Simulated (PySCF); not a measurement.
Be(I)(NH2) (BeH₂IN), SMILES [I][Be][NH2]. The structure is a stationary point at B3LYP-D3(BJ)/def2-TZVP. The def2 effective core potentials stand for the cores of I; spin–orbit coupling is left out. One conformer was computed; it need not be the lowest.

These are B3LYP-D3(BJ)/def2-TZVP run with PySCF values and carry that method's errors.

Harmonic wavenumbers (cm⁻¹): 198, 238, 362, 390, 670, 1250, 1575, 3578, 3653. Rotational constants (GHz): 368.1, 2.218, 2.205; symmetry number 2.

Task: Work out the zero-point energy and the ideal-gas rigid-rotor harmonic-oscillator thermochemistry at 298.15 K and 1 atm.

Result: ZPE = ½ Σ hcν = ½ × 11916 cm⁻¹ = 71.27 kJ/mol. H − E(el) = 86.11 kJ/mol. Entropy in J/(mol K): translation 171.40, rotation 89.24, vibration 27.03, total 287.67. G − E(el) = 0.35 kJ/mol. Cp = 65.83 J/(mol K).
